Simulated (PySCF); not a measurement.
## Computed structure and properties of [Pb(H2CO)]2+

System: [Pb(H2CO)]2+ (singlet); start: template (C2v). Method: PySCF 2.14.0, RKS PBE0, Pb def2-SVP with ECP60, O def2-SVP, C def2-SVP, H def2-SVP; non-relativistic Hamiltonian with scalar-relativistic core potentials where named; density fitting; no spin-orbit coupling.

Input of the relaxation:

```python
mol = gto.M(atom='''
Pb     0.00000     0.00000    -0.38319
O      0.00000     0.00000     2.04681
C      0.00000     0.00000     3.26681
H      0.94000    -0.00000     3.84681
H     -0.94000     0.00000     3.84681''',
    basis={'Pb': 'def2-SVP', 'O': 'def2-SVP', 'C': 'def2-SVP', 'H': 'def2-SVP'},
    ecp={'Pb': 'def2-SVP'},
    charge=2, spin=0)
mf = dft.RKS(mol, xc='PBE0')
mf.grids.atom_grid = (50, 194)
mf = mf.density_fit()  # fitting sets: Pb def2-universal-JKFIT, O def2-universal-JKFIT, C def2-universal-JKFIT, H def2-universal-JKFIT
mf.conv_tol = 1e-08; mf.max_cycle = 55
mf.kernel(dm0)  # dm0: converged density of the start geometry
# quasi-Newton relaxation in Cartesian coordinates to a largest gradient under 0.00045 Eh/bohr, steps kept in the point group
```

Run from Python with OMP_NUM_THREADS=2; the lines above give its settings. Where DIIS fails, smearing, a level shift and second-order steps follow.
It took 4.7 s on 2 threads of Intel(R) Xeon(R) 6975P-C (Granite Rapids), with other jobs on the host, from the converged density of the start.

Course of the relaxation:

| step | energy above end (eV) | largest force component within the symmetry (eV/Å) |
| --- | --- | --- |
| 0 | 0.1308 | 1.781 |
| 1 | 0.0330 | 0.694 |
| 2 | 0.0126 | 0.519 |
| 3 | 0.0004 | 0.084 |
| 4 | 0.0000 | 0.015 |
| 5 | 0.0000 | 0.004 |

Relaxed geometry (C2v):

```xyz
5

Pb    0.0000    0.0000   -0.2388
O     0.0000    0.0000    2.0118
C     0.0000    0.0000    3.2469
H     0.9594    0.0000    3.8021
H    -0.9594    0.0000    3.8021
```

```json
{"contact": "Pb1–O2 (H2CO)", "Å": "2.251"}
```

On the finer grid (75, 302):

| Item | Value |
| --- | --- |
| HOMO | -19.09 eV |
| LUMO | -14.22 eV |
| Dipole about the centre of mass | 5.53 D |
| Set of Mulliken populations of Pb1 outside the core potential | s 3.99, p 6.28, d 10.05 |
| D3(BJ) dispersion energy (not in the energies) | -0.068 eV |

| atom | Mulliken (e) | Löwdin (e) | spin (e) |
| --- | --- | --- | --- |
| Pb1 | 1.69 | 1.58 | 0.00 |
| O2 | -0.38 | -0.13 | 0.00 |
| C3 | 0.31 | 0.38 | 0.00 |
| H4 | 0.19 | 0.08 | 0.00 |
| H5 | 0.19 | 0.08 | 0.00 |

On the grid (50, 194), as all that follows. Harmonic modes: a minimum; lowest 108 cm⁻¹ (negative: unstable), highest 3188 cm⁻¹, zero-point energy 0.776 eV.

Taking off one H2CO (charge 0, singlet; the rest: singlet) in vacuum, both parts rigid, costs 3.13 eV; the small basis without counterpoise inflates it. Parting with an electron moved from the ligand to the metal can be far cheaper, even downhill.

Rigid scan of H2CO along the line from its metal:

distance to O2 (Å), energy (eV) and a bar:
```
     1.95      0.732 ##############################
     2.05      0.275 ###########
     2.15      0.058 ##
     2.25      0.000 
     2.35      0.043 ##
     2.45      0.149 ######
     2.65      0.450 ##################
```

One start shape was tried, so this needn't be the lowest isomer.
